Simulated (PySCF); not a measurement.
A geometry optimisation, step by step.

C8H7F3.
Atom-mapped SMILES: `[CH:1]#[C:2][C:3](=[CH2:4])/[CH:5]=[CH:6]/[CH2:7][C:8]([F:9])([F:10])[F:11]` (hydrogens: H12 on C1; H13, H14 on C4; H15 on C5; H16 on C6; H17, H18 on C7)

Computed by this run: PySCF, PBE0-D3(BJ)/def2-SVP geometry optimisation, gas phase; density fitting, grid level 1; the optimiser is geomeTRIC in internal coordinates, started from a GFN2-xTB structure with every atom displaced at random (about 0.01 Å). The frame can shift and turn from step to step; on so coarse a grid that alone can change the energy by a few meV, and forces under 0.02 eV/Å are noise.

Step 0: E = -16528.2250 eV, largest atomic force 5.673 eV/Å
```
atom  x, y, z in Å  |  force x, y, z in eV/Å
C1     -3.053   -0.219   -1.484   -4.967   2.733  -0.186
C2     -2.022   -0.764   -1.442    3.893  -2.308   0.006
C3     -0.784   -1.430   -1.391    1.496  -0.147   0.362
C4     -0.512   -2.523   -2.120   -3.486   0.463  -1.014
C5      0.258   -0.879   -0.518   -0.657   0.615   0.354
C6      0.092    0.215    0.244    0.948  -0.351   0.226
C7      1.173    0.769    1.136   -0.963   0.913  -0.490
C8      1.550    2.184    0.697   -0.409   0.264   0.944
F9      2.494    2.708    1.501   -0.099  -0.281  -0.279
F10     0.495    3.024    0.770    0.149  -0.343  -0.035
F11     1.990    2.221   -0.545    0.278  -0.054  -0.333
H12    -3.992    0.302   -1.527    0.021  -0.045   0.004
H13    -1.331   -2.921   -2.775    0.830   0.172   0.433
H14     0.383   -3.038   -2.077    2.197  -1.081   0.135
H15     1.196   -1.420   -0.496    0.382  -0.184  -0.018
H16    -0.840    0.765    0.240   -0.411   0.120  -0.107
H17     2.072    0.177    1.097    0.599  -0.473   0.082
H18     0.805    0.843    2.176    0.199  -0.014  -0.084
```

Step 1: E = -16528.4993 eV, largest atomic force 0.967 eV/Å
```
atom  x, y, z in Å  |  force x, y, z in eV/Å
C1     -3.140   -0.146   -1.594    0.420  -0.246  -0.015
C2     -2.065   -0.715   -1.556   -0.325   0.253   0.025
C3     -0.796   -1.375   -1.475   -0.227   0.092   0.010
C4     -0.565   -2.478   -2.212    0.840  -0.477   0.059
C5      0.217   -0.837   -0.566    0.188  -0.075   0.060
C6      0.084    0.249    0.206   -0.129   0.090  -0.056
C7      1.143    0.730    1.136    0.212  -0.043   0.080
C8      1.615    2.146    0.885    0.132  -0.252  -0.179
F9      2.587    2.463    1.746   -0.041   0.109   0.052
F10     0.631    3.035    1.031   -0.038   0.061  -0.005
F11     2.114    2.289   -0.348   -0.092   0.031   0.063
H12    -4.095    0.336   -1.646   -0.105   0.074   0.002
H13    -1.294   -2.895   -2.901   -0.209   0.018  -0.058
H14     0.406   -3.011   -2.130   -0.469   0.321  -0.047
H15     1.158   -1.403   -0.537   -0.062   0.040  -0.009
H16    -0.855    0.816    0.178    0.042  -0.029  -0.019
H17     2.040    0.087    1.085   -0.147   0.078   0.035
H18     0.781    0.721    2.178    0.010  -0.045   0.000
```

Step 2: E = -16528.5051 eV, largest atomic force 0.262 eV/Å
```
atom  x, y, z in Å  |  force x, y, z in eV/Å
C1     -3.046   -0.055   -1.532    0.008  -0.033  -0.035
C2     -2.004   -0.677   -1.515   -0.046  -0.098  -0.040
C3     -0.766   -1.400   -1.463    0.231  -0.123  -0.013
C4     -0.561   -2.497   -2.221   -0.176  -0.018  -0.100
C5      0.277   -0.907   -0.559   -0.125   0.199   0.080
C6      0.117    0.185    0.200    0.094   0.101   0.123
C7      1.136    0.721    1.146    0.108  -0.051   0.019
C8      1.543    2.147    0.852    0.051  -0.021  -0.068
F9      2.466    2.566    1.724   -0.013  -0.015  -0.035
F10     0.507    2.984    0.936   -0.115   0.047   0.012
F11     2.057    2.275   -0.375    0.012  -0.032   0.063
H12    -3.976    0.482   -1.563    0.026   0.004   0.007
H13    -1.350   -2.850   -2.888    0.081  -0.084  -0.034
H14     0.386   -3.049   -2.189   -0.129   0.104   0.035
H15     1.211   -1.479   -0.532   -0.038   0.019  -0.005
H16    -0.832    0.729    0.141    0.029   0.007  -0.001
H17     2.054    0.115    1.138   -0.006  -0.004   0.001
H18     0.749    0.722    2.179    0.009  -0.004  -0.007
```

Step 3: E = -16528.5129 eV, largest atomic force 0.379 eV/Å
```
atom  x, y, z in Å  |  force x, y, z in eV/Å
C1     -3.101   -0.115   -1.607   -0.203   0.113  -0.030
C2     -2.046   -0.708   -1.550    0.144  -0.096   0.081
C3     -0.790   -1.394   -1.456    0.054   0.080   0.023
C4     -0.551   -2.490   -2.209   -0.338   0.169  -0.029
C5      0.228   -0.864   -0.537    0.093  -0.064  -0.029
C6      0.107    0.218    0.242   -0.160  -0.073  -0.091
C7      1.171    0.718    1.160   -0.042  -0.008   0.009
C8      1.573    2.141    0.855    0.005   0.111   0.006
F9      2.523    2.564    1.696    0.009  -0.050  -0.039
F10     0.539    2.980    0.977   -0.088   0.023   0.012
F11     2.041    2.272   -0.388    0.056  -0.042   0.040
H12    -4.042    0.403   -1.673    0.077  -0.035   0.008
H13    -1.320   -2.873   -2.888    0.133   0.006   0.047
H14     0.405   -3.005   -2.160    0.164  -0.109   0.036
H15     1.163   -1.432   -0.517    0.064  -0.040  -0.004
H16    -0.831    0.783    0.218   -0.026   0.043   0.001
H17     2.077    0.101    1.113    0.054  -0.049  -0.038
H18     0.820    0.712    2.205    0.006   0.021  -0.004
```

Step 4: E = -16528.5161 eV, largest atomic force 0.134 eV/Å
```
atom  x, y, z in Å  |  force x, y, z in eV/Å
C1     -3.088   -0.104   -1.586   -0.013   0.003  -0.017
C2     -2.033   -0.701   -1.538    0.012   0.021   0.035
C3     -0.778   -1.389   -1.455   -0.078  -0.044  -0.079
C4     -0.554   -2.489   -2.206    0.120  -0.034   0.039
C5      0.245   -0.867   -0.542   -0.118  -0.014  -0.062
C6      0.095    0.218    0.227    0.096  -0.064   0.018
C7      1.156    0.718    1.147   -0.042   0.063   0.052
C8      1.561    2.143    0.852    0.041  -0.025   0.009
F9      2.510    2.553    1.700   -0.022   0.029   0.007
F10     0.525    2.982    0.972    0.017  -0.002  -0.016
F11     2.043    2.273   -0.385   -0.015   0.017   0.006
H12    -4.025    0.418   -1.643   -0.002   0.002   0.003
H13    -1.297   -2.893   -2.896   -0.055   0.069   0.034
H14     0.403   -3.008   -2.135    0.049  -0.034  -0.010
H15     1.184   -1.430   -0.517   -0.008   0.010   0.000
H16    -0.847    0.778    0.194    0.019  -0.007  -0.007
H17     2.063    0.099    1.099   -0.009   0.005  -0.022
H18     0.803    0.710    2.192    0.009   0.004   0.010
```

Step 5: E = -16528.5180 eV, largest atomic force 0.100 eV/Å
```
atom  x, y, z in Å  |  force x, y, z in eV/Å
C1     -3.075   -0.094   -1.577    0.062  -0.040  -0.011
C2     -2.025   -0.701   -1.535   -0.042   0.017  -0.013
C3     -0.775   -1.399   -1.460    0.000   0.009   0.019
C4     -0.556   -2.501   -2.208    0.073  -0.043   0.010
C5      0.253   -0.883   -0.552    0.076   0.017   0.064
C6      0.114    0.202    0.221   -0.071   0.061   0.015
C7      1.157    0.725    1.151    0.033  -0.058  -0.019
C8      1.547    2.155    0.854    0.024  -0.037  -0.024
F9      2.476    2.583    1.713   -0.031   0.015   0.011
F10     0.498    2.980    0.952    0.018  -0.006  -0.010
F11     2.047    2.285   -0.376   -0.020   0.017  -0.001
H12    -4.007    0.436   -1.628   -0.024   0.015   0.003
H13    -1.314   -2.885   -2.889   -0.036  -0.020  -0.023
H14     0.397   -3.035   -2.143   -0.043   0.039  -0.008
H15     1.190   -1.451   -0.531   -0.007   0.006   0.000
H16    -0.829    0.758    0.182   -0.005   0.006  -0.005
H17     2.074    0.118    1.116   -0.009   0.018  -0.003
H18     0.792    0.720    2.192    0.001  -0.015  -0.002
```

Step 6: E = -16528.5185 eV, largest atomic force 0.082 eV/Å
```
atom  x, y, z in Å  |  force x, y, z in eV/Å
C1     -3.076   -0.104   -1.593   -0.004   0.002  -0.010
C2     -2.025   -0.708   -1.539    0.004  -0.016   0.006
C3     -0.773   -1.401   -1.454    0.048   0.008   0.026
C4     -0.544   -2.503   -2.198   -0.077   0.024  -0.016
C5      0.249   -0.875   -0.542   -0.018  -0.001  -0.009
C6      0.103    0.210    0.229    0.019  -0.016   0.002
C7      1.159    0.724    1.148   -0.009   0.022   0.016
C8      1.545    2.154    0.850   -0.005   0.015   0.007
F9      2.479    2.585    1.703    0.002  -0.006  -0.001
F10     0.495    2.976    0.960   -0.023   0.005  -0.003
F11     2.031    2.290   -0.385    0.013  -0.010   0.004
H12    -4.010    0.424   -1.652    0.004  -0.003   0.002
H13    -1.308   -2.886   -2.877    0.031  -0.037  -0.015
H14     0.411   -3.031   -2.138   -0.003   0.005   0.007
H15     1.189   -1.437   -0.518    0.004   0.004  -0.001
H16    -0.840    0.765    0.195    0.007   0.002  -0.006
H17     2.074    0.116    1.099   -0.002  -0.001  -0.013
H18     0.807    0.713    2.194    0.011   0.003   0.004
```

Step 7: E = -16528.5188 eV, largest atomic force 0.041 eV/Å
```
atom  x, y, z in Å  |  force x, y, z in eV/Å
C1     -3.070   -0.104   -1.595   -0.029   0.018  -0.009
C2     -2.021   -0.710   -1.538    0.017  -0.009   0.021
C3     -0.769   -1.405   -1.451   -0.007  -0.010  -0.023
C4     -0.546   -2.508   -2.196   -0.020   0.017   0.005
C5      0.254   -0.879   -0.541   -0.017  -0.006  -0.011
C6      0.108    0.206    0.229    0.000  -0.009   0.002
C7      1.160    0.727    1.149   -0.012   0.005   0.002
C8      1.535    2.160    0.849   -0.013   0.022   0.010
F9      2.462    2.601    1.704    0.003  -0.008  -0.006
F10     0.477    2.973    0.952   -0.016   0.003  -0.003
F11     2.025    2.297   -0.385    0.015  -0.007   0.003
H12    -4.002    0.427   -1.655    0.012  -0.009   0.001
H13    -1.304   -2.901   -2.877    0.013   0.018   0.018
H14     0.410   -3.033   -2.133    0.032  -0.026   0.005
H15     1.195   -1.441   -0.519    0.006  -0.002  -0.001
H16    -0.837    0.759    0.194    0.000   0.006  -0.004
H17     2.079    0.126    1.100    0.009  -0.005  -0.011
H18     0.808    0.715    2.194    0.007   0.001   0.002
```

Step 8: E = -16528.5189 eV, largest atomic force under 0.02 eV/Å
```
atom  x, y, z in Å  |  force x, y, z in eV/Å
C1     -3.067   -0.110   -1.599    0.001   0.001  -0.004
C2     -2.017   -0.716   -1.539    0.000  -0.005  -0.001
C3     -0.766   -1.409   -1.450   -0.010   0.000  -0.007
C4     -0.539   -2.516   -2.189    0.013  -0.002   0.007
C5      0.257   -0.879   -0.542    0.001  -0.006   0.006
C6      0.108    0.207    0.226   -0.002   0.000   0.002
C7      1.159    0.732    1.145   -0.009   0.001  -0.002
C8      1.526    2.168    0.849   -0.006  -0.005   0.006
F9      2.448    2.612    1.707   -0.006   0.008   0.003
F10     0.462    2.974    0.950    0.011  -0.003  -0.006
F11     2.019    2.309   -0.383   -0.001   0.007  -0.005
H12    -3.999    0.421   -1.661   -0.001  -0.003   0.000
H13    -1.294   -2.914   -2.869   -0.007   0.009   0.006
H14     0.417   -3.041   -2.119    0.008  -0.005  -0.001
H15     1.199   -1.437   -0.520    0.002   0.001   0.000
H16    -0.838    0.758    0.191    0.001   0.003  -0.004
H17     2.081    0.136    1.093    0.001   0.004  -0.006
H18     0.809    0.716    2.191    0.004  -0.005   0.002
```

**Question.** Summarise the path.

**Answer.** The energy falls by 6.78 kcal/mol from step 0 to step 8; nine tenths of that is first reached at step 1. It falls at every step. The largest force goes from 5.673 to under 0.02 eV/Å. Among the bonds C4–H14 changes most, from 1.033 to 1.093 Å; the atoms move by 0.065 Å rms after alignment.

What follows is the cost of the whole optimisation. Time: 2.9 min wall; peak memory 0.82 GiB. Hardware: one thread, Arm Neoverse V1 (aarch64), shared host with 32 logical CPUs at a one-minute load of 16.
